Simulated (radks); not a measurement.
Q: All-electron atom: Hf37+ in [Ar] 3d10 4s2 4p5 (the NIST ground configuration). Calculated with a radial shooting solver on a logarithmic mesh with Libxc functionals: scalar-relativistic Kohn-Sham, LDA (Slater exchange, VWN5 correlation), spin-polarised, spherical densities, point nucleus; open shells are filled with parallel spins first (spin-orbit coupling, left out, can overturn this in heavy ions). Some entries of the table are withheld. Estimate them.

orbital,occ.,eigenvalue (eV),<r^2> (bohr^2)
1s up,1,-66844.78,0.0004955
1s down,1,-66843.79,0.0004955
2s up,1,-12766.32,0.007635
2s down,1,-12765.71,0.007634
2p up,3,-11411.38,0.006274
2p down,3,-11410.55,0.006274
3s up,1,-4092.127,0.04862
3s down,1,-4091.202,0.04861
3p up,3,-3686.448,0.04886
3p down,3,-3685.436,0.04884
3d up,5,-3217.703,0.04006
3d down,5,-3216.771,0.04005
4s up,1,-1876.029,(1)
4s down,1,-1872.643,(2)
4p up,3,-1724.913,0.2093
4p down,2,-1721.552,0.2094
4d up,0,-1542.682,(3)
4d down,0,-1539.461,(4)
5s up,0,-1071.033,0.5719
5s down,0,-1069.541,0.5730

A: 
(1) 4s up <r^2> (bohr^2): 0.1971
(2) 4s down <r^2> (bohr^2): 0.1972
(3) 4d up <r^2> (bohr^2): 0.2097
(4) 4d down <r^2> (bohr^2): 0.2097
